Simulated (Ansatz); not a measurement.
Frontier orbitals of `C[CH2][Sb]([SiH3])[N](C)C`.

Charge 0, multiplicity 1. Correlated methods include outer-core shells of Sb, which these sets cover unevenly. Sb: def2 effective core potential. The geometry is a stationary point of PBE0-D4/def2-TZVP. It is one conformer, not always the lowest. Basis def2-TZVPP, Ansatz 0.2.0.

```csv
functional,HOMO (eV),LUMO (eV),gap (eV)
PBE,-4.60,-1.43,3.17
r2SCAN,-4.81,-1.25,3.56
PBE0,-5.73,-0.65,5.08
B3LYP,-5.55,-0.84,4.71
r2SCANh,-5.23,-0.97,4.26
r2SCAN0,-5.87,-0.56,5.31
HSE06 (plane-wave form),-5.34,-1.02,4.32
LC-ωPBE,-8.17,1.41,9.58
ωB97M-V,-7.84,1.04,8.88
```

(1) What is the vertical ionisation energy at frozen-core CCSD(T)/def2-TZVPP? (Best estimate.)

## Answers

(1) Computed: 7.50 eV (T1 of the cation 0.027).

A quarter of exact exchange (PBE0) shifts PBE's HOMO by −1.13 eV and its LUMO by +0.78 eV; full exchange at long range (ωB97M-V) shifts them by −3.24 and +2.47 eV. The gap opens from 3.17 to 8.87 eV, since occupied levels lose self-interaction and empty ones feel all the electrons. A positive LUMO is unbound and depends on the basis. −ε(HOMO) differs from that ionisation energy by −2.90 eV with PBE and +0.34 eV with ωB97M-V.

B3LYP here is the variant with VWN-RPA as its local correlation; programs differ in this. LC-ωPBE has ω = 0.4 bohr⁻¹.
